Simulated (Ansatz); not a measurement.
The same ligand exchange along the group O, S, Se, Te.

Isolated molecules relaxed with PBE0-D4/def2-TZVP in Ansatz; ΔE leaves out vibrations. CCSD(T)/CBS adds triple-zeta CCSD(T) − MP2 to the extrapolated MP2 energy (def2 sets, frozen cores). This one scheme is used for every species. Functionals use def2-TZVPP. def2 core potentials past Kr. For Ge, Se, Te outer-core shells are correlated without core-valence functions, which leaves a few kJ/mol of doubt a bond. Scalar relativity is left out up to krypton.

```csv
reaction,B97M-V (kcal/mol),ωB97M-V (kcal/mol),r2SCAN-D4 (kcal/mol)
`[OH][GeH3]` + `[NH2][GeH3]` → `[GeH3][NH][GeH3]` + H₂O,4.8,3.6,4.2
`[SH][GeH3]` + `[NH2][GeH3]` → `[GeH3][NH][GeH3]` + H₂S,9.6,9.1,10.1
`[GeH3][SeH]` + `[NH2][GeH3]` → `[GeH3][NH][GeH3]` + H₂Se,11.5,12.1,13.0
`[GeH3][TeH]` + `[NH2][GeH3]` → `[GeH3][NH][GeH3]` + H₂Te,12.3,13.8,14.9
```

Question: Give the CCSD(T)/CBS values in the same order. (An estimate is asked.)

Answer: Computed: 1.7, 8.1, 11.4, 13.7 kcal/mol.

Largest T1 diagnostic: 0.011, for `[OH][GeH3]`.
